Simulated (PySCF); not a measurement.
Several structures and their simulated spectra, in scrambled order.

A. `InChI=1S/C5H8N2/c1-3-5-7-6-4-2/h3-5H,1H2,2H3/b6-4+,7-5+`
B. `CCC=C1C=CC=C1`
C. `FC(F)[C@@H]1CCCCO1`
D. `InChI=1S/C5H10NPSi2/c1-3-5-9(6,7)8-4-2/h2H,6-8H2,1H3/t9-/m1/s1`

Spectrum 1. ¹H NMR (300 MHz, computed): δ 4.26 (m, 1H), 4.21 (m, 1H), 2.07 (s, 3H), 1.91 (m, 1H), 1.02 (m, 2H), 0.76 (br s, 2H). ¹³C{¹H} NMR (computed): δ 114.0 (C), 105.1 (CH), 89.8 (C), 84.2 (C), 6.0 (CH3).

Spectrum 2. ¹H NMR (300 MHz, computed): δ 6.77 (m, 1H), 6.72 (m, 1H), 6.40 (q, 1H), 5.71 (m, 1H), 5.65 (m, 1H), 2.08 (d, 3H). ¹³C{¹H} NMR (computed): δ 145.8 (CH), 131.9 (CH), 125.7 (CH2), 123.5 (CH), 24.1 (CH3).

Spectrum 3. ¹H NMR (300 MHz, computed): δ 6.72 (m, 1H), 6.64 (t, 1H), 6.63 (m, 1H), 6.63 (m, 1H), 6.25 (d, 1H), 2.63 (m, 2H), 1.20 (t, 3H). ¹³C{¹H} NMR (computed): δ 156.3 (CH), 151.2 (C), 139.8 (CH), 137.5 (CH), 131.7 (CH), 123.4 (CH), 30.2 (CH2), 16.5 (CH3).

Spectrum 4. ¹H NMR (300 MHz, computed): δ 6.16 (m, 1H), 4.24 (m, 1H), 3.52 (m, 1H), 3.42 (m, 1H), 1.99 (m, 1H), 1.76 (m, 1H), 1.60 (m, 1H), 1.60 (m, 1H), 1.40 (m, 1H), 1.31 (m, 1H). ¹³C{¹H} NMR (computed): δ 122.7 (CH), 82.5 (CH), 72.8 (CH2), 29.9 (CH2), 26.5 (CH2), 26.0 (CH2).

Computational details: geometry: GFN2-xTB, shielding tensors at PBE0/pcSseg-1 (GIAO), in PySCF (no solvent model, relativity neglected, one conformer, fast rotation and ring inversion assumed for equivalent nuclei).

References, each an isolated molecule treated in the same way: ¹H (σref 31.72) and ¹³C (σref 186.93) against TMS. Splittings of carbon signals by F and P are missing where no couplings were computed. Where no couplings were computed, multiplicities follow the n + 1 count of equivalent neighbours, and m marks all less simple cases (inequivalent or close neighbours, rings, F or P nearby). Shifts are as computed. Against solution values, carbons near 30 ppm lie about +3 ppm off and those near 130 ppm about +5 ppm. Of 1211 compounds with measured shifts, 218 miss one by over three times the rms of a fit or turn the order of signals round; such compounds aren't used in these exercises. OH and NH positions are gas-phase values without hydrogen bonding to other molecules.

Q: Match each spectrum to its structure.

A: 1–D, 2–A, 3–B, 4–C.

- Spectrum 1 (D): 5 ¹³C signals; δC 89.8 is an alkyne carbon; δC 84.2 is an alkyne carbon.
- Spectrum 2 (A): 5 ¹³C signals; δC 145.8 is an alkene CH; δC 125.7 is a terminal =CH2 carbon.
- Spectrum 3 (B): 8 ¹³C signals; δC 156.3 is an alkene CH; δC 151.2 is a fully substituted alkene carbon.
- Spectrum 4 (C): 6 ¹³C signals; δC 122.7 is an sp3 CH bonded to 2 F; δC 82.5 is an sp3 CH bonded to O.
